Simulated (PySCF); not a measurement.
# Unknown compound

The spectra below were simulated for a compound C₄H₈FNSi₂.

1H NMR (400 MHz, computed): δ 7.06 (m, 1H), 5.72 (m, 1H), 4.36 (s, 3H), 4.19 (d, 3H).

13C{1H} NMR (computed): δ 168.3 (C), 146.6 (CH), 119.5 (C), 84.0 (CH).

Method: structure optimised with GFN2-xTB, shieldings: GIAO PBE0/pcSseg-1, in PySCF (no solvent model, equivalent nuclei averaged, one conformer, relativity neglected).

Scale: 1H, 13C vs TMS (reference shieldings calculated alike).

Task: Which of these isomers gave the spectra?
A. C[C@@H]1[SiH2][C@@H](F)[Si@@H]1C#N
B. N#C/C([SiH3])=C(\[SiH3])CF
C. N#C[C@H](F)/C([SiH3])=C\[SiH3]

Result: C. 

Rings plus π bonds: 3 (no ring in the answer). 4 carbon signals for 4 carbons: no two carbons are equivalent. Carbon types of the structure: 2 × C, 2 × CH, leaving 6 H on heteroatoms. δC 168.3: fully substituted alkene carbon. δC 146.6: alkene CH; as expected for a trigonal carbon in a double bond. δC 119.5: nitrile carbon; this is the usual window of a C≡N carbon, which has no attached hydrogen. δC 84.0: allylic sp3 CH bonded to F; pulled downfield by the heteroatom. δH 5.72: hydrogen on an allylic sp3 CH bonded to F; its carbon carries F, which withdraws density.

The others: N#C/C([SiH3])=C(\[SiH3])CF would give 3 signals for carbon-bound and other non-exchanging H, not 4; C[C@@H]1[SiH2][C@@H](F)[Si@@H]1C#N would give 6 signals for carbon-bound and other non-exchanging H, not 4.

Splittings by 19F in the carbon and heteronuclear signals aren't shown, as no couplings were computed. Shifts are as computed. Against solution values, carbons near 30 ppm lie about +3 ppm off and those near 130 ppm about +5 ppm. Of 1211 compounds with measured shifts, 218 miss one by over three times the rms of a fit or turn the order of signals round; such compounds aren't used in these exercises. No couplings were computed; multiplicities are counted from neighbouring protons, with m where these are inequivalent, close in shift, in a saturated or five-membered ring or joined by F or P, and br s for small geminal =CH2 splittings.
